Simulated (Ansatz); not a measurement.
Computed with Ansatz on PBE0-D4/def2-TZVP structures; ΔE is electronic, products minus reactants. CCSD(T)/CBS is the MP2 limit (def2-TZVPP, def2-QZVPP) plus CCSD(T) − MP2 in def2-TZVPP, frozen cores. Functionals use def2-TZVPP. For Ga outer-core shells are correlated without core-valence functions, which leaves a few kJ/mol of doubt a bond. Scalar relativity is left out up to krypton. Each species was taken in one conformer, which may not be the lowest.

Consider the isomerisation: `[CH3][Ga]([CH3])[SiH3]` → `C[SiH2][CH2][GaH2]`.

`[CH3][Ga]([CH3])[SiH3]`:

Cartesian coordinates in Å:
```
C 0.416 0.578 -1.942
Ga 0.153 -0.070 -0.095
C 1.610 -0.996 0.863
Si -1.956 0.361 1.026
H -0.394 0.230 -2.589
H 0.383 1.672 -1.959
H 1.369 0.255 -2.364
H 2.153 -0.263 1.471
H 1.232 -1.761 1.543
H 2.326 -1.449 0.174
H -3.110 0.431 0.083
H -1.897 1.677 1.730
H -2.285 -0.664 2.058
```

`C[SiH2][CH2][GaH2]`:

Z-matrix (Å, degrees):
```
C
Si 1 1.871
H 1 1.093 2 110.7
H 1 1.093 2 110.9 3 120.1
H 1 1.093 2 110.7 3 -119.9
C 2 1.869 1 112.9 3 59.8
H 2 1.493 1 109.3 3 -61.9
H 2 1.493 1 109.3 3 -178.4
Ga 6 1.965 2 112.6 1 179.1
H 6 1.095 2 108.3 1 58.0
H 6 1.095 2 108.3 1 -59.8
H 9 1.572 6 119.9 2 89.3
H 9 1.572 6 119.8 2 -89.9
```

| level | ΔE (kJ/mol) |
| --- | --- |
| CAM-B3LYP-D4 | -1.8 |
| MP2/def2-QZVPP | -2.6 |

Question: What does CCSD(T)/CBS give? (Best estimate.)

Answer: The calculation gave: +2.3 kJ/mol. The listed levels differ from it by -4.1, -4.9 kJ/mol.

Largest T1 diagnostic among the species: 0.012.

In def2-TZVPP, CCSD(T) changes the Hartree–Fock value by +11.5 kJ/mol (the triples alone add +0.8 kJ/mol) and MP2 by +6.9 kJ/mol. The D4 term adds −3.9 kJ/mol with B3LYP and −1.8 kJ/mol with PBE0; it sums over pairs of atoms, weighted by their polarisabilities, and B3LYP, whose exchange is more repulsive, gets the larger term. From BLYP to BHLYP (50 % exact exchange), in def2-TZVPP and without D4, ΔE moves by −13.8 kJ/mol.

CCSD(T)/CBS has its own doubt, a few kJ/mol and more with outer-core shells, so smaller differences from it don't rank the levels.

B3LYP here is the variant with VWN-RPA as its local correlation; programs differ in this.
